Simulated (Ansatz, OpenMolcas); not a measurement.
**How basis sets differ on AlNH3OF (SMILES [NH2][Al]([OH])[F])**

The species is AlNH3OF (7 atoms), meant as a singlet with charge 0. SMILES: `[NH2][Al]([OH])[F]`. Geometry: relaxed at PBE0-D4/def2-TZVP. This is one conformer, not always the lowest.

Quantity: the HOMO–LUMO gap, in eV. The values are calculated.

| level | kind | program | value (eV) |
| --- | --- | --- | --- |
| HF/ANO-RCC-MB (DKH2) | Hartree–Fock | OpenMolcas | 15.70 |
| HF/ANO-XS-MB (DKH2) | Hartree–Fock | OpenMolcas | 15.46 |
| HF/STO-3G | Hartree–Fock | Ansatz | 18.83 |
| HF/3-21G | Hartree–Fock | Ansatz | 14.33 |
| HF/cc-pVDZ | Hartree–Fock | Ansatz | 14.18 |

The values span 14.18 to 18.83 eV. A Hartree–Fock LUMO above zero doesn't converge with the basis: it sinks as sets grow more diffuse. Orbital gaps aren't excitation energies.
